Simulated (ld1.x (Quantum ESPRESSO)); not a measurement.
What one change does to a pseudopotential (Sc, TM)

- Element: scandium
- Generator: ld1.x (Quantum ESPRESSO) 7.5
- Type: norm-conserving Troullier–Martins (Kleinman–Bylander form)
- Functional: PBE
- Relativity: scalar-relativistic
- Frozen core: [Ar]
- Valence charge: 3
- Reference configuration: 3d1 4s0 4p0 (charge +2)
- Partial waves: 4p (bound, empty): rc 3.15 bohr; 3d (bound): rc 2.90 bohr; 4s (bound, empty): rc 2.20 bohr
- Local potential: the s channel
- Core correction: a·sin(br)/r model core inside 1.75 bohr

Change: wave 4s (bound): rc 2.20 bohr becomes 4s (bound): rc 1.86 bohr.

Cutoffs: the cutoffs (Ry, on a coarse ladder) from which the occupation-weighted sum of valence levels, in a spherical-Bessel basis at the reference potential, stays within 10 and 1 mRy of its value at 400 Ry; they do not see the model core or the augmentation charge, which bear on the density cutoff. Errors are all-electron minus pseudo energies relative to the spin-unpolarised reference configuration.

Task: Predict the effect on cutoff, ghosts and configuration errors.

Result: The potential gets neither clearly harder nor softer (30 Ry and 35 Ry → 30 Ry and 35 Ry); a bound ghost appears in p, s, which as a rule spoils a file; of the 7 tests that both files solve, the error grows in 4 and shrinks in 2 by more than 15 % and 0.3 meV (median size 9.2 → 46.9 meV).

| quantity | base | changed |
| --- | --- | --- |
| cutoff, loose | 30 Ry | 30 Ry |
| cutoff, tight | 35 Ry | 35 Ry |
| bound ghosts | none | p, s (extra level of the local part) |
| error for 3d1 4s2 4p0, meV [ΔE -19.66 eV] | -5.0 | +47 |
| error for 3d1 4s1 4p0, meV [ΔE -12.77 eV] | -8.9 | +5.7 |
| error for 3d1 4s1.5 4p0, meV [ΔE -16.91 eV] | -9.2 | +24 |
| error for 3d2 4s1 4p0, meV [ΔE -18.00 eV] | -118 | -64 |
| error for 3d1 4s1 4p1, meV [ΔE -16.89 eV] | -1.6 | +16 |
| error for 3d0 4s2 4p1, meV [ΔE -16.20 eV] | +36 | +168 |
| error for 3d2 4s0 4p0, meV [ΔE -12.09 eV] | -142 | -126 |
| s: phases at 3.40 bohr within 0.05 rad from the reference energy up to (Ry; the scan ends near 5) | -0.0 | -0.8 |
| p: phases at 3.40 bohr within 0.05 rad from the reference energy up to (Ry; the scan ends near 5) | 1.8 | 1.5 |
| d: phases at 3.40 bohr within 0.05 rad from the reference energy up to (Ry; the scan ends near 5) | -0.6 | -0.6 |

 A true bound ghost makes a file unfit for plane-wave use even where its test errors are small: the radial tests pick states by their node count and pass the ghost by.
